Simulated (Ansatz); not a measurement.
Harmonic frequencies (cm⁻¹) at PBE0-D4/def2-TZVP from Ansatz: 200, 246, 286, 371, 377, 677, 688, 934, 940, 1564, 3625, 3717.

Each molecule was computed in one conformer, which needn't be the lowest.

(1) Which molecule is it?
A. `[NH2][Al]([F])[F]`
B. `[NH2][AlH2]`
C. `[AlH2][SiH3]`
D. `C[O][Al]([F])[F]`

Answers

(1) A.
